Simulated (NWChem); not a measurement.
# heptafluoropropane (C3HF7); SMILES C(F)(F)(F)C(F)C(F)(F)F

```xyz
11

F     -1.8176    -0.0531     0.0000
C     -0.5399    -0.5043     0.0000
C      0.1349    -0.0320     1.2887
F     -0.5489    -0.4926     2.3305
F      1.3762    -0.5032     1.3582
F      0.1763     1.2901     1.3693
C      0.1349    -0.0320    -1.2887
F      0.1763     1.2901    -1.3693
F     -0.5489    -0.4926    -2.3305
F      1.3762    -0.5032    -1.3582
H     -0.5249    -1.6069     0.0000
```
Atoms are numbered in this order, from 1.

All runs: NWChem. Pople sets run with spherical d functions. Structure relaxed at the PBE0/def2-SVP level. Atomic charges in e: unrestrained fits to the electrostatic potential beside Mulliken populations; buried atoms are poorly determined by the fit.

Problem. Estimate the computed values for Hartree-Fock/6-31G*. Quantities: ESP F1; Mulliken F1; ESP C2; Mulliken C2; ESP C3; Mulliken C3; ESP F4; Mulliken F4; ESP F5; Mulliken F5; relative RMS misfit of the potential (%).

Solution. 
```
Property                                  Value
----------------------------------------  -----
ESP F1                                    -0.22
Mulliken F1                               -0.43
ESP C2                                     0.01
Mulliken C2                                0.06
ESP C3                                     0.83
Mulliken C3                                1.28
ESP F4                                    -0.25
Mulliken F4                               -0.41
ESP F5                                    -0.28
Mulliken F5                               -0.41
relative RMS misfit of the potential (%)     20
```
